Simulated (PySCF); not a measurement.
Fractional electron number in W (tungsten, neutral)

The 6s beta orbital of [Xe] 4f14 5d4 6s2 is emptied in steps (occupation f), with all orbitals relaxed, ending at [Xe] 4f14 5d4 6s1. Calculation: PySCF 2.14, in def2-TZVPPD with the def2 core potential (60 electrons) (6s5p3d2f1g, 59 functions); a scalar-relativistic core potential. The exact energy is a straight line in f; departures are measured from the line between the end points of the same method.

Among PBE0, r2SCAN, LC-wPBE, which shows the largest delocalisation error (convex curve), and which is closest to linear?

Most convex: r2SCAN (-0.527 eV at f = 0.5); closest to linear: LC-wPBE (0.029 eV).

```json
{"f": "1", "PBE0 (eV)": "0.000", "r2SCAN (eV)": "0.000", "LC-wPBE (eV)": "0.000"}
{"f": "0.75", "PBE0 (eV)": "-0.370", "r2SCAN (eV)": "-0.415", "LC-wPBE (eV)": "0.027"}
{"f": "0.5", "PBE0 (eV)": "-0.494", "r2SCAN (eV)": "-0.527", "LC-wPBE (eV)": "0.029"}
{"f": "0.25", "PBE0 (eV)": "-0.368", "r2SCAN (eV)": "-0.361", "LC-wPBE (eV)": "0.015"}
{"f": "0", "PBE0 (eV)": "0.000", "r2SCAN (eV)": "0.000", "LC-wPBE (eV)": "0.000"}
```

| method | E(f=0) − E(f=1) (eV) | −ε at f=1 (eV) | −ε at f=0.5 (eV) |
| --- | --- | --- | --- |
| PBE0 | 7.277 | 5.306 | 7.280 |
| r2SCAN | 7.061 | 4.774 | 7.198 |
| LC-wPBE | 7.048 | 7.206 | 7.011 |

Reference removal energy between the ground levels: 7.864 eV (measured; NIST Atomic Spectra Database, ionization energies). The calculation has no spin-orbit coupling.
